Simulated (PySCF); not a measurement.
Al(Me)(Cl) (CH3AlCl), SMILES [Cl][Al+][CH3], charge +1.

Geometry optimised at B3LYP-D3(BJ)/def2-TZVP. The multiplicity is an assumed one; other spin states were not compared. The isomer is the one that the SMILES or the coordinates give; other isomers of the formula were not compared.

All values below come from B3LYP-D3(BJ)/def2-TZVP (PySCF).

Frequencies are harmonic and unscaled.

Modes within 1.5 cm⁻¹ of each other (mostly degenerate sets) share a row, with their intensities summed.

```csv
mode,ν (cm⁻¹),IR (km/mol),moving atoms (share of kinetic energy)
1–2,128,43.7,"Al 58 %, H 16 %, C 15 %, Cl 12 %"
3,472,24.8,"C 45 %, Cl 42 %, H 9 %"
4–5,740,99.6,"H 81 %, C 16 %"
6,774,73.3,"Al 61 %, C 22 %, Cl 12 %"
7,1228,2.2,"H 85 %, C 15 %"
8–9,1421,8.1,H 95 %
10,3032,18.3,H 98 %
11–12,3125,30.6,"H 91 %, C 9 %"
```
